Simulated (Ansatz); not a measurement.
## Worked example: SiHCl3 + GeHCl2 → SiHCl2 + GeHCl3

Gas-phase species: SiHCl3 (trichlorosilane) `Cl[SiH](Cl)Cl`, singlet; GeHCl2 `[Cl][GeH][Cl]`, doublet; SiHCl2 `Cl[SiH]Cl`, doublet; GeHCl3 `[Cl][GeH]([Cl])[Cl]`, singlet. A radical takes Cl: the energy is the difference in strength between the Si–Cl bond broken and the Ge–Cl bond made.

Shapes, held fixed at every level: PBE0-D4/def2-TZVP. Programs: Ansatz 0.2.0. The zero-point and thermal change to 298 K, harmonic and unscaled (PBE0-D4/def2-TZVP), is -0.5 kJ/mol.

At CCSD(T)/def2-TZVPP; 1 Eh = 2625.50 kJ/mol:

| species | energy (Eh) |
| --- | --- |
| SiHCl3 | -1668.992071 |
| GeHCl2 | -2995.701345 |
| SiHCl2 | -1209.153453 |
| GeHCl3 | -3455.517659 |

Work out ΔH(298 K) of the reaction at this level.


1. Products less reactants: (-1209.153453) + (-3455.517659) − [(-1668.992071) + (-2995.701345)] = 0.022304 Eh = +58.6 kJ/mol.
2. With the thermal change: +58.6 + (-0.5) = +58.1 kJ/mol.

Other levels give +52.5 (HF/def2-SVP) to +66.6 kJ/mol (SPW92/def2-TZVPP). No measured value is set beside it here. Open shells run unrestricted. Relativity is left out for Ge. Outer-core shells of Ge are correlated, in sets that cover them unevenly.
